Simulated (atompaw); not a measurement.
## Fe: one change to a PAW (atompaw) potential, before and after

* Element: Fe (Z = 26)
* Generator: atompaw 4.2.0.5
* Type: PAW
* Functional: PBEsol
* Relativity: scalar-relativistic
* Frozen core: [Ne]
* Valence charge: 16
* Reference configuration: 3s2 3p6 3d6 4s1 4p1
* Partial waves: 3s (bound): rc 1.15 bohr; 4s (bound): rc 1.45 bohr; 3p (bound): rc 1.35 bohr; 4p (bound): rc 1.35 bohr; 3d (bound): rc 1.45 bohr; 3d channel at 0.35 Ry: rc 1.45 bohr
* Local potential: troulliermartins scheme with l = 3 at 0 Ry, radius 1.30 bohr
* Core correction: smooth core density matched at 0.85 bohr
* Augmentation charge: besselshape compensation charge, radius 1.15 bohr; PAW radius 1.45 bohr; waves and projectors: custom polynom vanderbiltortho

Change: all radii scaled by about 1.16 (s 1.34, p 1.58, d 1.68 bohr); local potential troulliermartins scheme with l = 3 at 0 Ry, radius 1.52 bohr; augmentation besselshape compensation charge, radius 1.34 bohr; PAW radius 1.68 bohr; waves and projectors: custom polynom vanderbiltortho; core correction smooth core density matched at 0.98 bohr.

Cutoffs: the cutoffs (Ry, on a coarse ladder) from which the occupation-weighted sum of valence levels, in a spherical-Bessel basis at the reference potential, stays within 10 and 1 mRy of its value at 400 Ry; they do not see the model core or the augmentation charge, which bear on the density cutoff.

**Question.** What does the change do?

**Answer.** The potential gets softer (70 Ry and 120 Ry → 50 Ry and 90 Ry); neither file shows a bound ghost. A larger radius leaves more room for a smooth pseudo-wave, so fewer plane waves are needed.

| quantity | base | changed |
| --- | --- | --- |
| cutoff, loose | 70 Ry | 50 Ry |
| cutoff, tight | 120 Ry | 90 Ry |
| loose cutoff by channel (10 mRy a level) | s 30 Ry, p 35 Ry, d 40 Ry | s 25 Ry, p 30 Ry, d 30 Ry |
| bound ghosts | none | none |
| lowest overlap eigenvalue by channel | s 0.72, p 0.90, d 0.94 | s 0.64, p 0.89, d 0.94 |

 The cutoffs see the waves, projectors and local potential, not the compensation charge or the core.
